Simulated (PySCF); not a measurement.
## Orbital picture of TeN⁺

PBE0 at R = 1.823 Å; Te def2-SVP with ECP28, N def2-SVP; scalar-relativistic core potentials (PySCF 2.14). State: ⁵Σ⁺ (quintet), unpaired electrons π ↑↑↑↑, a second solution, started from another occupation. Only the outer orbitals are listed, counted within each symmetry, core potentials removing the inner ones.

```csv
spin,orbital,occ.,ε (eV),on Te (%),main shells (%)
α,5σ,1,-32.68,32,"61 N s, 24 Te s"
α,6σ,1,-24.42,73,"70 Te s, 26 N s"
α,3π,1,-18.82,34,"66 N p, 31 Te p"
α,3π,1,-18.82,34,"66 N p, 31 Te p"
α,7σ,1,-17.21,37,"51 N p, 32 Te p, 12 N s"
α,4π,1,-14.44,70,"69 Te p, 30 N p"
α,4π,1,-14.44,70,"69 Te p, 30 N p"
α,8σ,0,-7.39,88,"73 Te p, 21 N p, 10 Te d"
α,9σ,0,-1.23,102,103 Te s
α,2δ,0,0.46,100,100 Te d
β,5σ,1,-29.39,44,"48 N s, 33 Te s, 9 Te p"
β,6σ,1,-21.61,69,"61 Te s, 31 N s"
β,7σ,1,-15.85,33,"51 N p, 29 Te p, 16 N s"
β,3π,0,-12.83,71,"69 Te p, 29 N p"
β,3π,0,-12.83,71,"69 Te p, 29 N p"
β,4π,0,-8.48,37,"64 N p, 31 Te p"
```

Which are the highest filled and the lowest empty level, where do they sit, and how wide is the gap?

Highest filled α 4π at -14.44 eV (in %: 69 Te p, 30 N p); lowest empty β 3π at -12.83 eV (in %: 69 Te p, 29 N p); the gap at PBE0 is 1.61 eV.

```json
{"bond order (Mayer)": "1.03", "⟨S²⟩": "6.009", "charge on Te (Mulliken, basis-dependent)": "1.05", "charge on Te (Löwdin, basis-dependent)": "1.06", "dipole moment (positive dipole points towards N; it is taken about the centre of mass and depends on that origin)": "-0.79 D"}
```

Shares are Mulliken populations and can fall outside 0 to 100 %.

Spin–orbit coupling is left out.
